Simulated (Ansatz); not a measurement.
System: HTe, charge 0, doublet. HTe (SMILES [TeH], doublet).
B3LYP-D3(BJ)/def2-TZVP minimum from Ansatz (a program for electronic structure):
```xyz
2

Te     0.0000     0.0000    -0.0314
H      0.0000     0.0000     1.6331
```
Charge 0, spin multiplicity 2.

Total energies in def2-TZVPP, 7 correlated electrons, 9 frozen orbitals. UHF or UKS for unpaired electrons; spin-orbit terms are left out. Cores are frozen in correlated methods (noble-gas shells, and filled d and f shells in the p block). Past Kr the def2 sets carry scalar-relativistic core potentials. Spin-orbit terms, left out, reach several kcal/mol for Br and I, and more for heavier atoms.

```
method    program  energy (Eh)  minus CCSDTQ (mEh)
--------  -------  -----------  ------------------
HF         Ansatz   -267.57457              141.82
MP2        Ansatz   -267.68968               26.70
CCSD       Ansatz   -267.71107                5.31
CCSD(T)    Ansatz   -267.71553                0.85
CCSDT(Q)   Ansatz   -267.71637                0.02
CCSDTQ     Ansatz   -267.71639                0.00
```

Rough core times of Ansatz's runs on a shared machine: CCSD(T) under 20 s, CCSDT(Q) 70 s, CCSDTQ 30 min.
